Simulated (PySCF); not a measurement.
Compound: C₄H₈OPSi (doublet state).
Geometry (GFN2-xTB, Å), atoms numbered from 1 in this order:
```xyz
15
C4H8OPSi angstrom
C     -2.3041   -0.9529   -0.3804
C     -1.0372   -0.7874   -0.0554
O     -0.0537   -1.7261   -0.2477
Si     1.2168   -0.8476    0.4590
P      2.7431   -0.4156   -1.1450
C     -0.3117    0.3731    0.5681
C     -0.2257    1.6117   -0.3055
H     -3.0185   -0.1696   -0.2071
H     -2.6523   -1.8607   -0.8386
H      3.6789    0.0788   -0.2500
H      3.2806   -1.6926   -1.1012
H     -0.7028    0.6269    1.5539
H     -1.2126    2.0554   -0.4334
H      0.4303    2.3530    0.1475
H      0.1645    1.3616   -1.2917
```

The hyperfine couplings belong to this conformer and change with its torsions.

The species is `C=C1[C@@H]([Si](P)O1)C` [radical].

Theory: UKS B3LYP, pcH-1 on C H O P Si, non-relativistic, mean-field spin-orbit, GIAO (PySCF 2.14.0). Isolated species at its GFN2-xTB geometry (one conformer only). The geometry wasn't refined by DFT: couplings that depend on bond lengths, twists or pyramidal angles can differ widely from those at the functional's own minimum, by a factor of two or more for some ions and for spin on atoms past the first row. The SCF solution wasn't tested for stability.

Problem. Predict the first-order ENDOR lines of H13/H14/H15, H10/H11, H12, H8, H9 and P5 under fast tumbling at B = 1214.5 mT (Q band).

Solution. ν± = |νn ± a/2|, one line for each electron-spin manifold; νn = |g_N| × 7.62259 MHz/T × B.

```json
{"nuclei": "H13/H14/H15", "isotope": "1H", "g_N": "5.5857", "νn (MHz)": "51.71", "a_iso (MHz)": "7.27", "lower line (MHz)": "48.08", "upper line (MHz)": "55.35"}
{"nuclei": "H10/H11", "isotope": "1H", "g_N": "5.5857", "νn (MHz)": "51.71", "a_iso (MHz)": "6.25", "lower line (MHz)": "48.58", "upper line (MHz)": "54.84"}
{"nuclei": "H12", "isotope": "1H", "g_N": "5.5857", "νn (MHz)": "51.71", "a_iso (MHz)": "-4.16", "lower line (MHz)": "49.63", "upper line (MHz)": "53.79"}
{"nuclei": "H8", "isotope": "1H", "g_N": "5.5857", "νn (MHz)": "51.71", "a_iso (MHz)": "-3.18", "lower line (MHz)": "50.12", "upper line (MHz)": "53.30"}
{"nuclei": "H9", "isotope": "1H", "g_N": "5.5857", "νn (MHz)": "51.71", "a_iso (MHz)": "-2.14", "lower line (MHz)": "50.64", "upper line (MHz)": "52.78"}
{"nuclei": "P5", "isotope": "31P", "g_N": "2.2632", "νn (MHz)": "20.95", "a_iso (MHz)": "-30.36", "lower line (MHz)": "5.77", "upper line (MHz)": "36.13"}
```

Problem. Which pairs are centred on the nuclear Larmor frequency, and which on half the coupling?

Solution. Centred on νn, since |a| < 2νn: H13/H14/H15, H10/H11, H12, H8, H9 and P5. No pair has |a| > 2νn.

Nuclei that the bonding pattern makes equivalent are averaged, as if the motion that swaps them (rotation, inversion, ring flip) were fast. The three 1H nuclei of mean +7.3 MHz run from 1.3 to 18.8 MHz in the frozen geometry. The 1H value of +6.3 MHz is a mean of couplings from 3.7 to 8.8 MHz in this one geometry, not an average over conformers.
